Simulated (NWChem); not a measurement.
System meant: CH7Si2, doublet; SMILES [SiH3][CH][SiH3]

NWChem input:

```
start job
memory heap 200 mb stack 900 mb global 1100 mb
geometry units angstroms noautoz
  Si     1.674639    -0.000060     0.124685
  C      0.000000     0.000000    -0.684961
  Si    -1.674639     0.000060     0.124685
  H      2.478729    -1.174320    -0.323135
  H      2.442521     1.224246    -0.247413
  H      1.545788    -0.046871     1.604892
  H      0.000000     0.000000    -1.778690
  H     -2.442521    -1.224246    -0.247413
  H     -2.478729     1.174320    -0.323135
  H     -1.545788     0.046871     1.604892
end
basis spherical
  Si library def2-svp
  C library def2-svp
  H library def2-svp
end
dft
  odft
  mult 2
  xc xpbe96 cpbe96
  iterations 4
  mulliken
end
task dft energy
```

End of the output:

```
     --------------------------
     Expectation value of S2:
     --------------------------
      <S2> =      0.7531 (Exact =     0.7500)

 center of mass
 --------------
 x =  -0.00000000 y =  -0.00000000 z =  -0.00880543

 moments of inertia (a.u.)
 ------------------
          75.017265584567          -0.000000000000           0.000000000000
          -0.000000000000         719.018223998902           0.000000000000
           0.000000000000           0.000000000000         685.461565671309

     Multipole analysis of the density
     ---------------------------------

     L   x y z        total         alpha         beta         nuclear
     -   - - -        -----         -----         ----         -------
     0   0 0 0     -0.000000    -21.000000    -20.000000     41.000000

     1   1 0 0      0.000000      0.000000      0.000000     -0.000000
     1   0 1 0      0.000000      0.000000     -0.000000      0.000000
     1   0 0 1     -0.203973      0.469196     -0.673169      0.000000

     2   2 0 0    -28.122417   -208.113934   -203.978518    383.970035
     2   1 1 0      0.008852     -0.058439      0.044529      0.022762
     2   1 0 1     -0.000000     -0.000000     -0.000000      0.000000
     2   0 2 0    -28.053834    -25.769672    -22.853508     20.569347
     2   0 1 1     -0.000000     -0.000000     -0.000000     -0.000000
     2   0 0 2    -26.810664    -35.601757    -33.683315     42.474408

 ------------------------------------------------------------------------
 dft energy failed                                                                                  0
 ------------------------------------------------------------------------
 ------------------------------------------------------------------------
  current input line :
    27: task dft energy
 ------------------------------------------------------------------------
 ------------------------------------------------------------------------
 This type of error is most commonly associated with calculations not reaching convergence criteria
 ------------------------------------------------------------------------
 For more information see the NWChem manual at https://nwchemgit.github.io

0:dft energy failed:Received an Error in Communication
```

**Question.** Can this run be used? If not, why, and what is the fix?

**Answer.** The run did not converge; its last values are not results. Cause: the SCF was allowed too few iterations. This input runs:
```
start job
memory heap 200 mb stack 900 mb global 1100 mb
geometry units angstroms noautoz
  Si     1.674639    -0.000060     0.124685
  C      0.000000     0.000000    -0.684961
  Si    -1.674639     0.000060     0.124685
  H      2.478729    -1.174320    -0.323135
  H      2.442521     1.224246    -0.247413
  H      1.545788    -0.046871     1.604892
  H      0.000000     0.000000    -1.778690
  H     -2.442521    -1.224246    -0.247413
  H     -2.478729     1.174320    -0.323135
  H     -1.545788     0.046871     1.604892
end
basis spherical
  * library def2-svp
end
dft
  odft
  mult 2
  xc xpbe96 cpbe96
  iterations 150
  mulliken
end
task dft energy
```
It converges to -620.64161 Ha (PBE/def2-SVP, spin-unrestricted).
